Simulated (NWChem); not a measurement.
**Basis-set convergence for H3NSi**

```xyz
5

Si    -0.5250     0.4596     0.0000
H      0.5290     1.6011     0.0000
N      0.6737    -0.7957     0.0000
H      1.6918    -0.6790     0.0000
H      0.4128    -1.7865     0.0000
```
Charge 0, spin multiplicity 1.

Program: NWChem. All single points use one geometry, from PBE/def2-SVP, a minimum by its harmonic frequencies. It is one conformer; others weren't searched.

Quantity: LUMO energy at the level B3LYP.

B3LYP has NWChem's definition, with VWN1-RPA local correlation. The Pople sets run with spherical d functions. The structure started from a generated list of species.

```csv
basis,functions,LUMO energy (eV)
STO-3G,17,2.83
def2-SVP,47,-1.53
6-311G**,62,?
6-311++G**,73,?
def2-TZVP,86,-1.75
cc-pVTZ,106,?
def2-TZVPD,107,-1.83
def2-TZVPP,115,-1.76
cc-pVQZ,204,-1.80
def2-QZVP,217,-1.84
```

### Question
Some entries are withheld; supply them.

### Answer

- 6-311G**, LUMO energy (eV): -1.69
- 6-311++G**, LUMO energy (eV): -1.87
- cc-pVTZ, LUMO energy (eV): -1.71
